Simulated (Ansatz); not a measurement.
One change: `C[O][SnH]([F])[Cl]` becomes `C[O][SnH]([OH])[Cl]`.

Ansatz, PBE0-D4/def2-TZVP geometries, multiplicity 1. Each molecule was computed in one conformer, which needn't be the lowest.

Elements past krypton have def2 core potentials.

```tsv
property	`C[O][SnH]([F])[Cl]`
LUMO energy (B3LYP/def2-TZVPP) / eV	-1.97
HOMO–LUMO gap (PBE/def2-TZVPP) / eV	4.26
HOMO energy (B3LYP/def2-TZVPP) / eV	-8.22
LUMO energy (ωB97M-V/def2-TZVPP) / eV	0.41
HOMO–LUMO gap (PBE0/def2-TZVPP) / eV	6.84
size of the dipole moment (ωB97M-V/def2-TZVPP) / D	1.69
```

(1) What does the change do to each property? (Estimate.)

## Answers

(1) Ansatz gave: 
```csv
property,`C[O][SnH]([OH])[Cl]`,shift
LUMO energy (B3LYP/def2-TZVPP) / eV,-1.62,0.35
HOMO–LUMO gap (PBE/def2-TZVPP) / eV,4.31,0.05
HOMO energy (B3LYP/def2-TZVPP) / eV,-7.92,0.30
LUMO energy (ωB97M-V/def2-TZVPP) / eV,0.69,0.28
HOMO–LUMO gap (PBE0/def2-TZVPP) / eV,6.88,0.04
size of the dipole moment (ωB97M-V/def2-TZVPP) / D,1.46,-0.23
```

With PBE0 the HOMO rises by 0.30 eV and the LUMO rises by 0.35 eV, so the gap widens by about 0.05 eV. PBE moves the HOMO by 0.30 eV and ωB97M-V by 0.31 eV. Dipoles are sizes alone; their direction can turn.

B3LYP here is the variant with VWN-RPA as its local correlation; programs differ in this.
